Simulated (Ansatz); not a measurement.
C$_{2}$H$_{10}$AlBSi, SMILES `C[BH][AlH][SiH2]C`, relaxed with RKS PBE-D4/def2-SVP in Ansatz 0.2.0 from a rough embedded geometry. The force threshold is 0.03 eV/Å; the program also tests the step.

Charge 0, multiplicity 1.

Start:

```xyz
15

C    -1.293   -1.756    0.673
B     0.145   -1.801    1.204
Al    1.540   -0.506    0.417
Si    1.013    1.035   -1.197
C    -0.383    2.163   -0.576
H    -1.383   -1.902   -0.389
H    -1.935   -2.508    1.218
H    -1.743   -0.718    0.941
H     0.449   -2.626    2.058
H     3.075   -0.602    0.962
H     0.425    0.286   -2.404
H     2.129    1.821   -1.598
H    -0.065    2.704    0.334
H    -0.702    2.875   -1.337
H    -1.273    1.534   -0.305
```

**Question.** How much energy does the relaxation release, and in how many steps? (An estimate is asked.)

**Answer.** Ansatz gave: 67.24 kJ/mol, in 22 steps, 1 of them rejected.

**Question.** Which bonds change most? (Best estimate.)

**Answer.** Computed: Al3–Si4 from 2.294 to 2.478 Å; Si4–H12 from 1.423 to 1.513 Å; B2–Al3 from 2.059 to 2.123 Å; C1–H8 from 1.163 to 1.121 Å.

**Question.** Give the relaxed structure. (Best estimate.)

**Answer.** The calculation gave: 
```xyz
15

C    -1.298   -2.386    0.863
B    -0.081   -1.503    1.303
Al    1.476   -0.736    0.080
Si    1.126    1.356   -1.201
C    -0.333    2.407   -0.565
H    -1.220   -2.934   -0.096
H    -1.685   -3.059    1.656
H    -2.106   -1.621    0.724
H    -0.103   -1.120    2.471
H     2.912   -1.461   -0.053
H     0.849    0.974   -2.643
H     2.372    2.213   -1.243
H    -0.149    2.748    0.474
H    -0.487    3.303   -1.200
H    -1.272    1.816   -0.568
```
